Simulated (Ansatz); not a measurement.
Two isomers of CH7BGaN: A = `CB[NH][GaH2]`, B = `[CH3][GaH][BH]N`.

Gas-phase electronic energies from Ansatz, PBE0-D4/def2-TZVP geometries. CCSD(T)/CBS adds triple-zeta CCSD(T) − MP2 to the extrapolated MP2 energy (def2 sets, frozen cores). Functionals use def2-TZVPP. B3LYP here is the variant with VWN-RPA as its local correlation; programs differ in this. For Ga outer-core shells are correlated without core-valence functions, which leaves a few kJ/mol of doubt a bond. Scalar relativity is left out up to krypton. Each species was taken in one conformer, which may not be the lowest.

A:

```xyz
11

C    -0.449   -0.873    1.258
B     0.781   -0.679    0.305
N     0.813    0.244   -0.761
Ga   -0.469    1.439   -1.355
H    -0.778   -1.918    1.228
H    -0.142   -0.700    2.296
H    -1.312   -0.238    1.049
H     1.767   -1.351    0.482
H     1.675    0.256   -1.289
H    -0.043    2.302   -2.588
H    -1.842    1.518   -0.625
```

B:

```xyz
11

C    -1.0243   -0.5488    1.8350
Ga    0.2184    0.5515    0.7538
B     0.2359    0.6084   -1.3378
N     1.0110   -0.1931   -2.1673
H    -0.4515   -1.1980    2.5045
H    -1.6902   -1.1692    1.2344
H    -1.6317    0.0987    2.4746
H     1.1750    1.4735    1.6234
H    -0.4826    1.3933   -1.9041
H     1.6591   -0.8910   -1.8443
H     0.9809   -0.1252   -3.1721
```

Task: Which is lower in electronic energy at CCSD(T)/CBS, and by how much? (Estimate.)

Result: Computed: A, by 17.7 kcal/mol.

Task: Give E(B) − E(A) in kcal/mol with B2PLYP, CCSD(T)/def2-TZVPP, PBE0-D4, ωB97M-V, LDA (SPW92), B3LYP, CCSD(T)/def2-SVP. (An estimate is asked.)

Result: Computed: B2PLYP 18.3, CCSD(T)/def2-TZVPP 18.4, PBE0-D4 16.5, ωB97M-V 18.1, LDA (SPW92) 16.8, B3LYP 17.0, CCSD(T)/def2-SVP 21.0. None reverses the order clearly.

Task: Does the order hold for the free energy at 298.15 K (harmonic terms from PBE0-D4)? (Best estimate.)

Result: The calculation gave: Yes: G(B) − G(A) = +17.7 kcal/mol, for one conformer each. Modes under 60 cm⁻¹, often nearly free rotors, make the harmonic entropy too high.

Largest T1 diagnostic: 0.013.

Leaving LDA and LC-ωPBE aside and taking each functional with its dispersion term where it has one, the values, not all of them listed here, spread over 5.3 kcal/mol, from PBE-D4 to B97M-V. LDA lies +2.1 kcal/mol from PBE without D4. From BLYP to BHLYP (50 % exact exchange), in def2-TZVPP and without D4, E(B) − E(A) moves by +3.3 kcal/mol.
